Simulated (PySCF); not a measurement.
SMILES c1(sc(C#N)cc1)[Si](C)(C)C (C8H11NSSi) (GFN2-xTB optimised geometry):

```
22

C     -1.088    -3.495     0.079
Si    -2.103    -1.888    -0.004
C     -3.119    -1.793    -1.613
C     -3.234    -1.700     1.518
C     -0.898    -0.428     0.000
C      0.471    -0.428     0.000
C      1.045     0.851     0.000
C      0.099     1.847     0.000
C      0.314     3.225     0.002
N      0.493     4.359     0.003
S     -1.509     1.188     0.000
H     -0.423    -3.593    -0.773
H     -1.744    -4.359     0.081
H     -0.484    -3.542     0.979
H     -3.843    -2.600    -1.667
H     -3.664    -0.856    -1.677
H     -2.483    -1.864    -2.491
H     -3.755    -0.747     1.501
H     -2.669    -1.748     2.444
H     -3.984    -2.484     1.549
H      1.050    -1.334     0.000
H      2.103     1.048     0.000
```

Level of theory: B3LYP/def2-SVP in PySCF 2.14.0.

### Question
What are the frontier orbital energies and the dipole moment?

### Answer
HOMO-2 -8.69 eV, HOMO-1 -7.55 eV, HOMO -6.90 eV, LUMO -1.75 eV, LUMO+1 0.02 eV; dipole moment 5.39 D.

Meta-Löwdin charges at B3LYP/def2-SVP: C1 -0.54, Si2 0.90, C3 -0.54, C4 -0.54, C5 -0.33, C6 -0.12, C7 -0.10, C8 -0.14, C9 0.10, N10 -0.21, S11 0.29, H12 0.11, H13 0.11, H14 0.11, H15 0.11, H16 0.11, H17 0.11, H18 0.11, H19 0.11, H20 0.11, H21 0.11, H22 0.12.
